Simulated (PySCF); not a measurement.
Here is a job for PySCF.
```python
from pyscf import gto, scf, dft

mol = gto.Mole()
mol.atom = '''
    N    -0.001861    0.105267    0.105249
    H     1.635921   -0.777915   -0.877559
    H    -0.804005   -0.400542   -0.350586
'''
mol.basis = 'def2-tzvp'
mol.charge = -1
mol.spin = 0
mol.verbose = 4
mol.build()

mf = dft.RKS(mol)
mf.xc = 'camb3lyp'
mf.kernel()
```

Question: What is the computed nuclear repulsion energy (PySCF with CAMB3LYP/def2-TZVP)?

Answer: 5.4905 Eh

Question: Predict the number of basis functions from CAMB3LYP/def2-TZVP.

Answer: 43

Question: Estimate the total energy that CAMB3LYP/def2-TZVP returns for this input.

Answer: -55.7461 Eh

Question: Give the Mulliken (on the basis functions themselves) charges in atom order at the level CAMB3LYP/def2-TZVP.

Answer: N1 -0.70, H2 -0.40, H3 0.10

Question: Give the HOMO energy at the level CAMB3LYP/def2-TZVP.

Answer: -0.55 eV

Question: What HOMO-LUMO gap does CAMB3LYP/def2-TZVP give?

Answer: 5.91 eV
